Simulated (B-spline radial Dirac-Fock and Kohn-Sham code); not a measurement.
**Satellites and hypersatellites of the K lines of Pt²⁹⁺**

System: platinum as Pt²⁹⁺, [Kr] 4d10 4f3.

Input file task.json (cfg lists n, l and occupation; rrms is the nuclear radius in fm):

```json
{"items": [{
  "Z": 78,
  "q": 29,
  "cfg": [[1, 0, 2], [2, 0, 2], [2, 1, 6], [3, 0, 2], [3, 1, 6], [3, 2, 10], [4, 0, 2], [4, 1, 6], [4, 2, 10], [4, 3, 3]],
  "A": 195,
  "rrms": 5.427,
  "do": ["binding", "quiet", "double"]
}]}
```

Launch: `python xray_run.py task.json out`

These are calculated numbers from a B-spline atomic structure program; the model is Dirac-Fock ΔSCF + Breit + QED. Each two-hole energy is an average over J within one jj subconfiguration, not an observable level; in light atoms, where LS coupling holds, the j-resolved values are not observed lines, and for a K spectator the Kα1 hypersatellite is nearly forbidden. Correlation energy is missing from these numbers.

Lines without a spectator: Kα2 (K-L2) 65113.5 eV, Kα1 (K-L3) 66821.7 eV, Kβ3 (K-M2) 75357.2 eV, Kβ1 (K-M3) 75740.3 eV. Shifts in eV with one spectator hole (a dash: not computed, or left out as unreliable):

| spectator hole | Kα2 | Kα1 | Kβ3 | Kβ1 |
| --- | --- | --- | --- | --- |
| K (1s) | +1063.8 | +1154.3 | +1381.4 | +1403.1 |
| L2 (2p1/2) | +138.5 | +189.4 | – | +355.0 |
| L3 (2p3/2) | +98.9 | +110.8 | +257.8 | – |
| M2 (3p1/2) | – | +30.7 | +59.1 | +70.3 |
| M3 (3p3/2) | +15.65 | – | +48.7 | +50.1 |
| M4 (3d3/2) | +5.11 | +1.74 | – | – |
| M5 (3d5/2) | -0.63 | +3.81 | – | – |
